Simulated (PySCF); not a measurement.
TeH2.
InChI=1S/H2Te/h1H2

Computed, not measured: TDDFT CAM-B3LYP/def2-SVPD, vertical, gas phase, core orbitals frozen in the response, def2 core potentials past Kr in PySCF. Isolated species at its PBE0-D3(BJ)/def2-SVP geometry, gas phase. Spin–orbit coupling is left out.

Computed states:

| state | E (eV) | f |
| --- | --- | --- |
| S1 | 4.14 | 0.0000 |
| S2 | 4.89 | 0.038 |
| S3 | 6.54 | 0.0000 |
| S4 | 6.61 | 0.0005 |
| S5 | 7.00 | 0.0034 |
| S6 | 7.11 | 0.191 |
| S7 | 7.36 | 0.258 |
| S8 | 7.45 | 0.0011 |
| S9 | 7.80 | 0.0000 |
| S10 | 8.04 | 0.282 |

Each state is given a Gaussian of 0.5 eV full width at half maximum, with ε(max) = 2.175×10⁸ f / Δν̃ (Δν̃ the width in cm⁻¹). The cross-section is σ = 3.8235×10⁻²¹ ε cm², given in Mb (10⁻¹⁸ cm²). The width is an assumption, not a result. The curve ends short of the highest state used, and states not computed would add to its high-energy end.

(1) Give the broadened spectrum and its maxima.

(2) Coming from long wavelengths, where does ε first pass 100 L mol⁻¹ cm⁻¹?

(3) On this curve, what absorbance would a 10⁻³ mol/L sample give at 266 nm over a 1 cm path?

Results:

(1) 
(E (eV), σ (Mb)): (3.39, 0.00), (3.53, 0.00), (3.67, 0.00), (3.81, 0.00), (3.95, 0.00), (4.09, 0.01), (4.23, 0.06), (4.36, 0.35), (4.50, 1.45), (4.64, 3.90), (4.78, 6.79), (4.92, 7.66), (5.06, 5.59), (5.20, 2.64), (5.34, 0.81), (5.48, 0.16), (5.62, 0.02), (5.76, 0.00), (5.90, 0.00), (6.04, 0.00), (6.18, 0.02), (6.32, 0.08), (6.46, 0.47), (6.60, 2.44), (6.74, 9.59), (6.88, 26.43), (7.02, 51.53), (7.16, 73.56), (7.30, 78.63), (7.44, 62.90)

Maxima: 254 nm (4.89 eV), ε about 2000, made up of S2 (100%); 171 nm (7.26 eV), ε about 21000, made up of S6 (39%) and S7 (61%) (ε in L mol⁻¹ cm⁻¹; maxima over ε = 5, shares over 10%).

(2) At about 284 nm (4.37 eV), 0.23 eV above S1.

(3) 266 nm is 4.661 eV, where ε is about 1100 L mol⁻¹ cm⁻¹, so A = ε c l ≈ 1.1 (Beer–Lambert, with the gas-phase spectrum and the assumed width).

All these states lie below the vertical ionisation energy of 9.05 eV (ΔSCF).
